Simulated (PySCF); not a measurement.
Stepwise substitution at one centre (Ge OH-SH). Gas-phase values, no solvent. One relaxed conformer stands for each flexible species; it need not be the lowest. Strings in code marks are SMILES. All members: neutral, multiplicity 1. Level: B3LYP-D3(BJ)/def2-TZVP (PySCF). B3LYP has the VWN-RPA correlation part, as in Gaussian. Delta-SCF ions had no search for a lower state.  The removal energy is E(N − 1 electrons) − E(N electrons) at the parent's geometry; ε(HOMO) is measured against the vacuum level.

```csv
species,−ε(HOMO) (eV),vertical ionisation energy (Delta-SCF) (eV)
`[SH][Ge]([SH])([SH])[SH]`,7.22,9.08
`[OH][Ge]([SH])([SH])[SH]`,7.26,9.23
`[OH][Ge]([OH])([SH])[SH]`,7.59,withheld
`[OH][Ge]([OH])([OH])[SH]`,7.61,10.13
`[OH][Ge]([OH])([OH])[OH]`,8.92,11.29
```

Q: Fit vertical ionisation energy (Delta-SCF) = a + b·x to the 4 complete rows by least squares, with x = −ε(HOMO) in eV. Give a, b and the rms residual, and predict the withheld value.

A: Means of the 4 rows: x̄ = 7.7525, ȳ = 9.9325 eV. Σ(x − x̄)² = 1.9095 and Σ(x − x̄)(y − ȳ) = 2.3567, so b = 1.234 and a = ȳ − b·x̄ = 0.366 eV. The rms residual is 0.220 eV. At x = 7.59 the line gives 9.73 eV. The run for `[OH][Ge]([OH])([SH])[SH]` gave 9.73 eV, so the line is off by 0.00 eV, within twice the rms residual.

Codes: PySCF.
